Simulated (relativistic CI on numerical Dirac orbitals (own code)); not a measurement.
Computed by Dirac-Coulomb-Breit CI, KLI orbitals optimised for each configuration, a model potential for QED, unscaled Slater integrals (own radial code, finite nucleus).

CI space (outside the closed core [Ne]): 3s²3p⁶3d, 3s²3p⁵3d², 3s3p⁶3d², 3s²3p⁶4s, 3s²3p⁶4p, 3s²3p⁶4d, 3s²3p⁶4f, 3s²3p⁵3d4s, 3s²3p⁵3d4p, 3s²3p⁶5s, 3s²3p⁵3d4d, 3s3p⁶3d4s, 3s²3p⁶5p, 3s²3p⁶5d, 3s3p⁶3d4p, 3s²3p⁵3d4f, 3s²3p⁶5f, 3p⁶3d²4p, 3s²3p⁶5g, 3s3p⁶3d4d, 3s²3p⁶6s, 3p⁶3d³, 3p⁵3d⁴, 3p⁶3d²4s, 3p⁵3d³4s, 3p⁶3d²4d, 3p⁵3d³4d. Double excitations out of closed p, d and f shells are left out; levels of such configurations are missing from the list, as are those of other unlisted configurations, and high levels can miss mixing partners. These lack a partner that the ground configuration has and come out too high: 3s²3p⁵3d4p, 3s²3p⁵3d4f.

At this charge energies of transitions that change n are usually good to better than 1 %, and those within a shell (Δn = 0) to a few per cent.

Outline of the computed level scheme of Rb XIX. Lowest level of each configuration: 3s²3p⁶3d ²D3/2 at 0.000 eV; 3s²3p⁵3d² ⁴D°1/2 at 92.390 eV.

Some strong electric-dipole decays among the lowest 45 levels: 3s²3p⁵3d² ²P°1/2 → 3s²3p⁶3d ²D3/2 (6.0e+11 s⁻¹); 3s²3p⁵3d² ²P°3/2 → 3s²3p⁶3d ²D5/2 (4.4e+11 s⁻¹); 3s²3p⁵3d² ²F°7/2 → 3s²3p⁶3d ²D5/2 (3.4e+11 s⁻¹); 3s²3p⁵3d² ²F°5/2 → 3s²3p⁶3d ²D3/2 (3.2e+11 s⁻¹); 3s²3p⁵3d² ²P°3/2 → 3s²3p⁶3d ²D3/2 (2.3e+11 s⁻¹); 3s²3p⁵3d² ²P°1/2 → 3s²3p⁶3d ²D3/2 (3.2e+10 s⁻¹); 3s²3p⁵3d² ²G°7/2 → 3s²3p⁶3d ²D5/2 (1.2e+10 s⁻¹); 3s²3p⁵3d² ²D°5/2 → 3s²3p⁶3d ²D3/2 (1.1e+10 s⁻¹).

LS names give the leading component of a level, which can be under half, so a name can repeat, a term be missing and a line seem to break the LS rules.
